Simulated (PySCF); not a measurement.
**Electron correlation in V (vanadium, neutral)**

[Ar] 3d3 4s2, high-spin 4F determinant. Computed with PySCF 2.14 in ANO-RCC-VTZP (6s5p3d2f1g, 59 functions), with scalar relativity by spin-free X2C-1e. Frozen: [Ne]; 13 electrons correlated.

MP2 pair energies summed by pair of shells (mhartree):

```tsv
pair	energy	share (%)
3p-3p	-115.42	31.2
3p-3d	-114.18	30.8
3s-3p	-38.02	10.3
4s-4s	-19.87	5.4
3p-4s	-19.44	5.3
3d-3d	-19.42	5.2
3d-4s	-18.67	5.0
3s-3d	-17.84	4.8
3s-3s	-6.17	1.7
3s-4s	-1.25	0.3
```

Total MP2 correlation energy: -370.29 mhartree.

Same-spin part -110.79 and opposite-spin part -259.50 mhartree; SCS-MP2 scales them by 1/3 and 6/5 to -348.33 mhartree.
